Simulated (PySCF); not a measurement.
# C₆ coefficients of unlike pairs at UHF

Calculated with PySCF 2.14 from the dipole response of each species, C₆(A,B) = (3/π) ∫ α_A(iu) α_B(iu) du, in atomic units, from isotropic polarisabilities. For ions this is the dispersion term alone; charge-induced terms of lower order in 1/R come first.

```
species                configuration                                                                            basis      relativity  α (bohr³)  C₆ (like pair)
 Ar(3+)            [Ne] 3s2 3p3 (4S)  aug-cc-pV(T+d)Z with one added diffuse shell each of s, p, d, f type (7s6p5d3f)            none      3.707           10.07
     Mg                [Ne] 3s2 (1S)  aug-cc-pCVTZ-DK with one added diffuse shell each of s, p, d, f type (9s8p6d4f)   spin-free X2C      81.10           759.7
    Bi+  [Xe] 4f14 5d10 6s2 6p2 (3P)                                      aug-cc-pV5Z-PP with ECP60MDF (8s8p6d4f3g2h)  core potential      27.63           258.2
 Cl(3+)            [Ne] 3s2 3p2 (3P)                                                       aug-cc-pV(T+d)Z (6s5p4d2f)            none      4.508           12.32
```

Estimate C₆ for Cl(3+) with Bi+.

The integral gives 54.90. The combination rule 2 C_A C_B / (C_A α_B/α_A + C_B α_A/α_B) gives 54.07 and the geometric mean 56.39.

No spin-orbit coupling is included, so Bi+, close to jj coupling, stand for model states.

The other pairs:

```csv
pair,C₆
"Mg, Ar(3+)",60.86
"Bi+, Mg",383.3
"Cl(3+), Ar(3+)",11.09
"Bi+, Ar(3+)",48.58
"Cl(3+), Mg",71.73
```
